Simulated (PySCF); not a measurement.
A PySCF script (with the pyscf-properties extension) for the NMR shieldings of C3H13BNP, on a GFN2-xTB geometry:

```python
import basis_set_exchange as bse
import numpy as np
from pyscf import gto, dft
from pyscf.prop import nmr

atoms = """
C     2.614665   -0.617375   -0.155414
C     1.142801   -0.369838    0.157275
C     0.848065    1.111445    0.434068
B    -0.692462    1.335851    0.775902
N    -1.602887    1.451981   -0.257905
P    -2.932568   -1.278499   -0.674270
H     3.238182   -0.316584    0.684289
H     2.795297   -1.672081   -0.356695
H     2.922781   -0.043592   -1.027604
H     0.853150   -0.964984    1.026916
H     0.532319   -0.705615   -0.686249
H     1.149859    1.682872   -0.448021
H     1.491222    1.437041    1.254083
H    -1.088734    1.360299    1.881123
H    -2.589989    1.605005   -0.129811
H    -1.333968    1.455416   -1.229128
H    -1.695389   -1.541361   -1.245110
H    -2.408615   -1.291754    0.609256
H    -3.253533   -2.628976   -0.620165
"""
names = dict.fromkeys(["C", "B", "N", "P", "H"], "pcSseg-1")
basis = {el: gto.basis.parse(bse.get_basis(n, elements=[el], fmt="nwchem")) for el, n in names.items()}
mol = gto.M(atom=atoms, basis=basis, charge=0, verbose=0)
mf = dft.RKS(mol, xc="PBE0")
mf.grids.level = 2
mf.grids.alignment = dft.numint.BLKSIZE   # the property module wants whole blocks of grid points
mf.conv_tol = 1e-9
mf.kernel()

calc = nmr.RKS(mf)   # GIAO
C = mf.mo_coeff
Co = C[:, mf.mo_occ > 0]
resp = mf.gen_response(singlet=True, hermi=2)
def vind(x):   # induced exchange potential for any number of trial vectors
    d = np.einsum("pi,xij,qj->xpq", C, 2 * x.reshape(-1, C.shape[1], Co.shape[1]), Co, optimize=True)
    return np.einsum("xpq,pi,qj->xij", resp(d - d.transpose(0, 2, 1)), C, Co, optimize=True).ravel()
mo1, _ = nmr.rhf.solve_mo1(calc, with_cphf=vind)
sigma = calc.kernel(mo1)
for i, s in enumerate(sigma):   # ppm
    w = np.linalg.eigvalsh((s + s.T) / 2)
    print("%2d %-2s iso %8.1f  s11 %8.1f  s22 %8.1f  s33 %8.1f" % (i, mol.atom_pure_symbol(i), w.mean(), *w))
```

Q: What does it print?

A: 
```
 0 C  iso    165.7  s11    152.6  s22    157.0  s33    187.5
 1 C  iso    162.5  s11    151.7  s22    164.4  s33    171.3
 2 C  iso    160.0  s11    141.9  s22    163.0  s33    175.0
 3 B  iso     58.8  s11     14.5  s22     41.1  s33    120.8
 4 N  iso    140.9  s11     37.5  s22    175.3  s33    210.0
 5 P  iso    593.9  s11    543.2  s22    604.9  s33    633.7
 6 H  iso     30.7  s11     26.7  s22     28.7  s33     36.8
 7 H  iso     30.3  s11     25.7  s22     27.8  s33     37.5
 8 H  iso     30.7  s11     26.9  s22     29.0  s33     36.3
 9 H  iso     30.4  s11     26.1  s22     30.0  s33     35.0
10 H  iso     30.6  s11     24.7  s22     30.2  s33     37.1
11 H  iso     31.2  s11     27.9  s22     30.2  s33     35.6
12 H  iso     30.7  s11     27.3  s22     28.9  s33     35.9
13 H  iso     26.6  s11     24.4  s22     27.6  s33     27.7
14 H  iso     27.4  s11     23.0  s22     25.7  s33     33.4
15 H  iso     27.8  s11     25.2  s22     26.6  s33     31.7
16 H  iso     30.2  s11     24.6  s22     29.1  s33     36.9
17 H  iso     30.3  s11     25.0  s22     29.4  s33     36.5
18 H  iso     30.1  s11     25.4  s22     25.8  s33     39.2
```

These numbers come from an equivalent density-fitted implementation of the same equations, which agrees with the script to about 0.01 ppm for H and up to a few tenths of a ppm for heavy atoms, so last digits may differ.

Size and cost of the density-fitted run: 174 basis functions, 21 s wall time on 1 thread of an Arm Neoverse V2, shared host; peak memory 0.8 GiB.
